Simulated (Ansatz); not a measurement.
Ansatz (a program for electronic structure) input (B3LYP/6-31G*):

Ansatz 0.2 input:
```yaml
crystal:
  periodic: [false, false, false]
  atoms:
    - {symbol: C, position_ang: [1.63405200, -0.78101500, -0.41883300]}
    - {symbol: Si, position_ang: [0.03078500, 0.00595900, 0.01492700]}
    - {symbol: C, position_ang: [-1.42168800, -0.68290800, -0.92196300]}
    - {symbol: O, position_ang: [-0.10613300, -0.24258500, 1.64486000]}
    - {symbol: O, position_ang: [0.02258700, 1.61902600, -0.36069100]}
    - {symbol: H, position_ang: [2.23291600, -1.32681100, 0.30129600]}
    - {symbol: H, position_ang: [2.04570400, -0.75088100, -1.42196500]}
    - {symbol: H, position_ang: [-1.55596700, -1.74499400, -0.71056500]}
    - {symbol: H, position_ang: [-1.28047300, -0.56364500, -1.99798400]}
    - {symbol: H, position_ang: [-2.34174500, -0.15949200, -0.65004900]}
    - {symbol: H, position_ang: [-0.89569600, 0.08801600, 2.08029600]}
    - {symbol: H, position_ang: [0.75845400, 2.14639400, -0.03858200]}
basis:
  gaussian:
    orbitals: 6-31G*
hamiltonian:
  xc: {name: B3LYP}
magnetization: {spin_polarized: true, initial_magnetization: 1}
relax: {f_tol: 0.003, max_steps: 120}
```

Output:

```
Functional definition: B3LYP
integrals: 0.05 GiB planned
1013 factors; integrals over basis functions are off by at most 4.2e-4 eV
mean field: 0.59 GiB planned
mean field evaluation 1: about -14148.6506 eV, gradient 5.7e1 eV
mean field evaluation 2: about -14138.5812 eV, gradient 7.7e1 eV
mean field evaluation 4: about -14161.0150 eV, gradient 1.9e0 eV
mean field evaluation 8: about -14161.0404 eV, gradient 1.3e-1 eV
mean field evaluation 16: about -14161.0405 eV, gradient 6.2e-5 eV
mean field -14161.04054836 eV, -520.4086414543 hartree, gradient 6.2e-5 eV, S^2 0.753178; 0 other end points of the search recorded, 0 dependent functions left out
the calculation of the forces begins
reference -14161.04076988 eV, -520.4086495948 hartree; 25, 24 occupied and 68, 69 virtual orbitals, 1013 factors
relax step   1: F+E_penalty+E_count = -14161.04054836 eV  Δ(F+E_penalty+E_count) = +0.000e0 eV  max|allowed force component| = 3.874e-1 eV/Å  Δτ_max = 0.0000 Å  (29 SCF iters, accepted)
these checks for a lower state are left out or cut short: starts, cluster_reference, orbital_swaps, neighbouring_geometries, increment
integrals: 0.05 GiB planned
1013 factors; integrals over basis functions are off by at most 4.3e-4 eV
mean field: 0.59 GiB planned
mean field -14161.05221777 eV, -520.4090702972 hartree, gradient 1.6e-5 eV, S^2 0.753217; 0 other end points of the search recorded, 0 dependent functions left out
the calculation of the forces begins
reference -14161.05243953 eV, -520.4090784467 hartree; 25, 24 occupied and 68, 69 virtual orbitals, 1013 factors
relax step   2: F+E_penalty+E_count = -14161.05221777 eV  Δ(F+E_penalty+E_count) = -1.167e-2 eV  max|allowed force component| = 2.804e-1 eV/Å  Δτ_max = 0.0123 Å  (27 SCF iters, accepted)
these checks for a lower state are left out or cut short: starts, cluster_reference, orbital_swaps, neighbouring_geometries, increment
integrals: 0.05 GiB planned
1013 factors; integrals over basis functions are off by at most 4.3e-4 eV
mean field: 0.59 GiB planned
mean field -14161.05700269 eV, -520.4092461396 hartree, gradient 6.9e-5 eV, S^2 0.753240; 0 other end points of the search recorded, 0 dependent functions left out
the calculation of the forces begins
reference -14161.05722454 eV, -520.4092542926 hartree; 25, 24 occupied and 68, 69 virtual orbitals, 1013 factors
relax step   3: F+E_penalty+E_count = -14161.05700269 eV  Δ(F+E_penalty+E_count) = -4.785e-3 eV  max|allowed force component| = 5.627e-2 eV/Å  Δτ_max = 0.0119 Å  (28 SCF iters, accepted)
these checks for a lower state are left out or cut short: starts, cluster_reference, orbital_swaps, neighbouring_geometries, increment
integrals: 0.05 GiB planned
1013 factors; integrals over basis functions are off by at most 4.3e-4 eV
mean field: 0.59 GiB planned
mean field evaluation 32: about -14161.0578 eV, gradient 2.0e-5 eV
mean field -14161.05783793 eV, -520.4092768343 hartree, gradient 7.1e-5 eV, S^2 0.753238; 0 other end points of the search recorded, 0 dependent functions left out
the calculation of the forces begins
reference -14161.05805956 eV, -520.4092849790 hartree; 25, 24 occupied and 68, 69 virtual orbitals, 1013 factors
relax step   4: F+E_penalty+E_count = -14161.05783793 eV  Δ(F+E_penalty+E_count) = -8.352e-4 eV  max|allowed force component| = 1.169e-1 eV/Å  Δτ_max = 0.0470 Å  (29 SCF iters, accepted)
these checks for a lower state are left out or cut short: starts, cluster_reference, orbital_swaps, neighbouring_geometries, increment
integrals: 0.05 GiB planned
1013 factors; integrals over basis functions are off by at most 4.3e-4 eV
mean field: 0.59 GiB planned
mean field -14161.05836091 eV, -520.4092960534 hartree, gradient 1.3e-5 eV, S^2 0.753238; 0 other end points of the search recorded, 0 dependent functions left out
the calculation of the forces begins
reference -14161.05858271 eV, -520.4093042042 hartree; 25, 24 occupied and 68, 69 virtual orbitals, 1013 factors
relax step   5: F+E_penalty+E_count = -14161.05836091 eV  Δ(F+E_penalty+E_count) = -5.230e-4 eV  max|allowed force component| = 3.460e-2 eV/Å  Δτ_max = 0.0085 Å  (27 SCF iters, accepted)
these checks for a lower state are left out or cut short: starts, cluster_reference, orbital_swaps, neighbouring_geometries, increment
integrals: 0.05 GiB planned
1013 factors; integrals over basis functions are off by at most 4.3e-4 eV
mean field: 0.59 GiB planned
mean field -14161.05847608 eV, -520.4093002856 hartree, gradient 2.7e-5 eV, S^2 0.753238; 0 other end points of the search recorded, 0 dependent functions left out
the calculation of the forces begins
reference -14161.05869791 eV, -520.4093084380 hartree; 25, 24 occupied and 68, 69 virtual orbitals, 1013 factors
relax step   6: F+E_penalty+E_count = -14161.05847608 eV  Δ(F+E_penalty+E_count) = -1.152e-4 eV  max|allowed force component| = 3.414e-3 eV/Å  Δτ_max = 0.0069 Å  (26 SCF iters, accepted)
these checks for a lower state are left out or cut short: starts, cluster_reference, orbital_swaps, neighbouring_geometries, increment
integrals: 0.05 GiB planned
1013 factors; integrals over basis functions are off by at most 4.3e-4 eV
mean field: 0.59 GiB planned
mean field -14161.05848071 eV, -520.4093004560 hartree, gradient 2.9e-5 eV, S^2 0.753238; 0 other end points of the search recorded, 0 dependent functions left out
the calculation of the forces begins
reference -14161.05870254 eV, -520.4093086078 hartree; 25, 24 occupied and 68, 69 virtual orbitals, 1013 factors
relax step   7: F+E_penalty+E_count = -14161.05848071 eV  Δ(F+E_penalty+E_count) = -4.637e-6 eV  max|allowed force component| = 1.475e-3 eV/Å  Δτ_max = 0.0019 Å  (22 SCF iters, accepted)
integrals: 0.05 GiB planned
1013 factors; integrals over basis functions are off by at most 4.3e-4 eV
mean field: 0.59 GiB planned
mean field evaluation 64: about -14161.0585 eV, gradient 1.7e-3 eV
mean field -14161.05848071 eV, -520.4093004560 hartree, gradient 2.9e-5 eV, S^2 0.753238; 1 other end points of the search recorded, 0 dependent functions left out
the calculation of the forces begins
reference -14161.05870254 eV, -520.4093086078 hartree; 25, 24 occupied and 68, 69 virtual orbitals, 1013 factors
Total energy: -14161.05870254 eV, -520.4093086078 hartree
Atom 0 at     1.641903    -0.780311    -0.422238 Å, force    -0.001026     0.000094    -0.000034 eV/Å
Atom 1 at     0.031328     0.010180     0.019590 Å, force     0.000562     0.000534     0.001475 eV/Å
Atom 2 at    -1.430503    -0.682397    -0.924530 Å, force     0.000151    -0.000343    -0.000248 eV/Å
Atom 3 at    -0.095693    -0.247947     1.666040 Å, force     0.000326     0.000591    -0.000726 eV/Å
Atom 4 at     0.015500     1.640681    -0.353563 Å, force    -0.000003     0.000020     0.000002 eV/Å
Atom 5 at     2.270624    -1.280494     0.311778 Å, force     0.000133    -0.000275     0.000003 eV/Å
Atom 6 at     2.031961    -0.794004    -1.438778 Å, force     0.000025    -0.000025    -0.000103 eV/Å
Atom 7 at    -1.569562    -1.748310    -0.714064 Å, force     0.000083    -0.000673    -0.000132 eV/Å
Atom 8 at    -1.284067    -0.566055    -2.004416 Å, force     0.000373    -0.000091    -0.000568 eV/Å
Atom 9 at    -2.358188    -0.158860    -0.663624 Å, force    -0.000692     0.000429     0.000276 eV/Å
Atom 10 at    -0.911424     0.080078     2.070123 Å, force     0.000036    -0.000215    -0.000023 eV/Å
Atom 11 at     0.780918     2.134502    -0.025570 Å, force     0.000032    -0.000045     0.000078 eV/Å
Dipole moment:     0.009757     0.039748     0.026957 e Å
```

The geometry given is a B3LYP-D3(BJ)/def2-TZVP minimum.
